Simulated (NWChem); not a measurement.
System: MgSiH4; SMILES [MgH][SiH3]

All runs: NWChem. The level has its own optimisation; frequencies are unscaled.

Q: What does the run give for PBE-D3(BJ)/def2-SVP? Quantities: r H–Mg (Å); r Mg–Si (Å); r H–Si (Å); highest harmonic frequency (cm⁻¹); lowest (cm⁻¹); zero-point energy (kcal/mol); dipole (D).

A: 
```json
{
  "r H–Mg (Å)": "1.715",
  "r Mg–Si (Å)": "2.592",
  "r H–Si (Å)": "1.514",
  "highest harmonic frequency (cm⁻¹)": "2120",
  "lowest (cm⁻¹)": "290",
  "zero-point energy (kcal/mol)": "17.5",
  "dipole (D)": "0.54"
}
```
